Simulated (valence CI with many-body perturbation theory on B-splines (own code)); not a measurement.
The numbers below are computed, except where a source is named.
# Hf XXXII: what each term of the Hamiltonian does

Method: configuration interaction combined with many-body perturbation theory (CI+MBPT): five valence electrons over a frozen Dirac-Fock core [Kr], a basis of 7 s, 7 p, 8 d, 6 f, 4 g, 1 h functions for each j, with the one-electron correlation potential Σ1, the two-electron term Σ2, the three-electron term Σ3, Breit, model QED; selected CI, second order for the rest (own B-spline code, finite nucleus).

The last digits are not significant, and no measured levels were compared; by estimate large intervals hold to a few tenths of a per cent, small ones and those within an open d or f shell to about a per cent. Only levels of the ground parity were solved; by the run's estimate the other parity begins above the list, which can be wrong where configurations are misplaced.

Each rung adds one term. CI alone is the Dirac-Coulomb CI over the frozen core; QED comes last and gives the full result, which names the levels. Energies are above (4d3/2^4 4d5/2) J=5/2 on the same rung, in cm⁻¹.

Levels are named by their leading jj configuration (3d3/2^4 stands for four electrons in 3d with j = 3/2), which in mixed levels can hold well under half, so a name can repeat and another be missing. Letters in brackets count levels of one name in rising energy.

| Level | CI alone | Σ1 | Σ2 | Σ3 | Breit | QED | Full |
| --- | --- | --- | --- | --- | --- | --- | --- |
| (4d3/2^3 4d5/2^2) J=5/2 [a] | 85153 | +610 | +366 | +802 | -2189 | +291 | 85033 |
| (4d3/2^3 4d5/2^2) J=7/2 [a] | 124621 | +640 | -1836 | -434 | -2503 | +290 | 120777 |
| (4d3/2^3 4d5/2^2) J=3/2 [a] | 126568 | +630 | -284 | -710 | -2065 | +292 | 124430 |
| (4d3/2^3 4d5/2^2) J=11/2 | 134194 | +674 | -3281 | -489 | -3321 | +294 | 128070 |
| (4d3/2^3 4d5/2^2) J=9/2 | 144845 | +691 | -3026 | -708 | -2958 | +305 | 139150 |
| (4d3/2^3 4d5/2^2) J=5/2 [b] | 150614 | +720 | -2018 | -846 | -2724 | +323 | 146069 |
| (4d3/2^3 4d5/2^2) J=1/2 | 155175 | +728 | -506 | -1033 | -2468 | +333 | 152228 |
| (4d3/2^3 4d5/2^2) J=7/2 [b] | 168736 | +685 | -3435 | -2020 | -2599 | +299 | 161667 |
| (4d3/2^3 4d5/2^2) J=3/2 [b] | 203880 | +788 | -7 | -1800 | -2566 | +358 | 200654 |
| (4d3/2^2 4d5/2^3) J=5/2 [a] | 207535 | +1213 | +678 | 0 | -4310 | +572 | 205688 |
| (4d3/2^2 4d5/2^3) J=7/2 [a] | 231356 | +1312 | -1433 | -421 | -4968 | +606 | 226451 |
| (4d3/2^2 4d5/2^3) J=11/2 | 238788 | +1344 | -3173 | -374 | -5687 | +607 | 231504 |
| (4d3/2^2 4d5/2^3) J=9/2 [a] | 243021 | +1314 | -2503 | -703 | -5311 | +600 | 236418 |
| (4d3/2^2 4d5/2^3) J=1/2 [a] | 247308 | +1342 | -668 | -784 | -4566 | +619 | 243251 |
| (4d3/2^2 4d5/2^3) J=13/2 | 258542 | +1379 | -4708 | -835 | -6388 | +612 | 248601 |
| (4d3/2^2 4d5/2^3) J=3/2 [a] | 252062 | +1316 | +1767 | -986 | -4624 | +619 | 250154 |
| (4d3/2^2 4d5/2^3) J=5/2 [b] | 259841 | +1330 | -1689 | -1240 | -4878 | +609 | 253972 |
| (4d3/2^2 4d5/2^3) J=9/2 [b] | 277567 | +1335 | -768 | -1516 | -5286 | +613 | 271946 |
| (4d3/2^2 4d5/2^3) J=7/2 [b] | 286231 | +1364 | -3757 | -1990 | -5397 | +613 | 277063 |
| (4d3/2^2 4d5/2^3) J=5/2 [c] | 285834 | +1334 | -539 | -1735 | -4651 | +614 | 280857 |
| (4d3/2^2 4d5/2^3) J=3/2 [b] | 295825 | +1298 | -3256 | -3659 | -4693 | +588 | 286102 |
| (4d3/2^2 4d5/2^3) J=1/2 [b] | 306325 | +1326 | -1641 | -2742 | -4618 | +612 | 299263 |
| (4d3/2^2 4d5/2^3) J=7/2 [c] | 308171 | +1370 | -1613 | -2362 | -5213 | +622 | 300975 |
| (4d3/2^2 4d5/2^3) J=9/2 [c] | 333308 | +1410 | -3453 | -2778 | -5409 | +632 | 323709 |
| (4d3/2 4d5/2^4) J=5/2 [a] | 348317 | +1935 | +2240 | -1178 | -6926 | +911 | 345297 |
| (4d3/2^2 4d5/2^3) J=3/2 [c] | 376570 | +1413 | -4357 | -4227 | -4577 | +616 | 365438 |
| (4d3/2 4d5/2^4) J=7/2 [a] | 376647 | +2003 | +913 | -1668 | -7500 | +936 | 371332 |
| (4d3/2^2 4d5/2^3) J=5/2 [d] | 380932 | +1501 | -1818 | -3776 | -5134 | +681 | 372385 |
| (4d3/2 4d5/2^4) J=11/2 | 387342 | +2038 | -859 | -1548 | -8266 | +936 | 379643 |
| (4d3/2 4d5/2^4) J=3/2 [a] | 385793 | +1894 | +1426 | -1940 | -6817 | +908 | 381264 |
| (4d3/2 4d5/2^4) J=9/2 | 408532 | +1989 | -1886 | -2658 | -7696 | +917 | 399199 |

The middle columns are the shifts that each term adds.

Q: How does the ionisation energy move along the ladder, and which term matters most?

A: CI alone 1240.2, + Σ1 1242.7, + Σ2 1245.9, + Σ3 1246.0, + Breit 1245.7, + QED 1245.7 eV. The largest step is Σ2, 3.2 eV. NIST lists 1245 ± 4 eV (theoretical).
